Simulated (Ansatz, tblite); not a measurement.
Forces on Ge(SiH3)Cl3 (SiGeH3Cl3) at its PBE-D4/def2-SVP geometry. The state is a singlet with charge 0.

The xTB rows come from tblite.

GFN1-xTB (tblite), largest force 0.70 eV/Å:

```xyz
8
positions Å, forces eV/Å
Ge   -0.107    0.688   -0.811    0.058   -0.372    0.439
Si    0.132   -0.852    1.005   -0.052    0.334   -0.394
H     0.761   -0.110    2.147   -0.289   -0.511   -0.383
H     1.010   -1.973    0.533   -0.403    0.403    0.408
H    -1.238   -1.345    1.363    0.695    0.089   -0.003
Cl    1.797    1.596   -1.336   -0.314   -0.046   -0.037
Cl   -1.482    2.296   -0.311    0.203   -0.152   -0.194
Cl   -0.874   -0.299   -2.590    0.102    0.255    0.163
```

GFN2-xTB (tblite), largest force 0.81 eV/Å:

```
Ge 0.007 -0.048 0.056
Si 0.081 -0.521 0.614
H -0.279 -0.341 -0.496
H -0.389 0.488 0.224
H 0.612 0.208 -0.147
Cl -0.209 0.031 -0.092
Cl 0.119 -0.039 -0.194
Cl 0.057 0.221 0.034
```

r2SCAN-D4/def2-TZVP (Ansatz), largest force 0.44 eV/Å:

```
Ge -0.024 0.151 -0.179
Si 0.023 -0.149 0.176
H -0.147 -0.154 -0.271
H -0.197 0.266 0.093
H 0.307 0.121 -0.097
Cl -0.405 -0.164 0.075
Cl 0.287 -0.309 -0.138
Cl 0.155 0.238 0.341
```
